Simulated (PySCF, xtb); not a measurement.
C3H9FOSi, SMILES CC([SiH2]O)(C)F.

GFN2-xTB (xtb) at its own geometry gives an orbital gap of 5.73 eV and a dipole moment of 0.98 D.

Geometry optimised at r2SCAN-D4/def2-SVP. This is a generated structure with no PubChem entry under its InChIKey; it may be hypothetical. One conformer was computed; it need not be the lowest.

**Question.** What does PySCF with PBE/def2-TZVP give? (The exact figures need the calculation; the answer reports its results.)

**Answer.** gap 5.96 eV (levels -6.60 and -0.64 eV), dipole 1.68 D.
